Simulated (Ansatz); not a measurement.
Cl2I2Sn (`[Cl][Sn]([Cl])([I])[I]`) at its PBE0-D4/def2-TZVP geometry, where that method's forces vanish. The species carries charge 0 and has multiplicity 1. Sn, I takes the def2 core potential.

```xyz
5

Cl    2.2645    0.3247    0.4265
Sn    0.0181   -0.0068    0.0315
Cl   -0.8784   -0.8452    1.9822
I    -1.1248    2.3111   -0.5343
I    -0.2794   -1.7837   -1.9058
```

(1) What forces (eV/Å) does ωB97M-V/def2-TZVPP give on these atoms in the Gaussian-basis code of Ansatz? (Estimate.)

Results:

(1) Computed: 
```
Cl1 -0.073 -0.010 -0.016
Sn2 -0.040  0.015 -0.070
Cl3  0.027  0.027 -0.065
I4   0.070 -0.143  0.033
I5   0.017  0.111  0.118
```
